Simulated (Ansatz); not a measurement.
The lowest singlet and triplet of C3H4 (SMILES [CH]C=C); geometries from B3LYP-D3(BJ)/def2-TZVP, each state relaxed from the structure named, with no frequency check, low spin by broken symmetry.
Singlet (charge 0, multiplicity 1):
```xyz
7

C     -1.204     0.319    -0.360
C     -0.103    -0.373     0.046
C      1.140     0.171     0.307
H     -2.066    -0.027    -0.917
H     -0.222    -1.452     0.193
H      1.972    -0.454     0.597
H      1.319     1.229     0.172
```
Triplet (charge 0, multiplicity 3):
```xyz
7

C     -1.175     0.291    -0.460
C     -0.098    -0.370     0.045
C      1.132     0.180     0.345
H     -2.182     0.033    -0.747
H     -0.227    -1.441     0.230
H      1.929    -0.429     0.746
H      1.326     1.232     0.187
```

A positive gap puts the triplet lower; no zero-point energy. R- takes a restricted singlet, here one determinant of a half-filled degenerate or near-degenerate pair, which mixes singlet states. The triplet is unrestricted in single-reference levels. Active spaces average the two states.

Correlated levels freeze the cores.

Run with Ansatz (Gaussian basis) for Hartree–Fock, density functionals and correlated methods. Each number belongs to the level named beside it.

Q: What is the computed gap E(singlet) − E(triplet), adiabatic (R-wB97X-V/def2-TZVPP)?

A: 81 kJ/mol

Q: Predict the gap E(singlet) − E(triplet), adiabatic from FIC-MRCISD+Q on SA-CASSCF(4,4)/cc-pVTZ.

A: 57 kJ/mol

Q: Give the gap E(singlet) − E(triplet), adiabatic at the level R-MP2/cc-pVTZ.

A: 66 kJ/mol

Doubts at one or more of the structures used: a restricted determinant that unrestricted orbitals would lower (R-wB97X-V/def2-TZVPP, R-MP2/cc-pVTZ); a spin-contaminated determinant (R-MP2/cc-pVTZ).

Ansatz is a first-principles code.
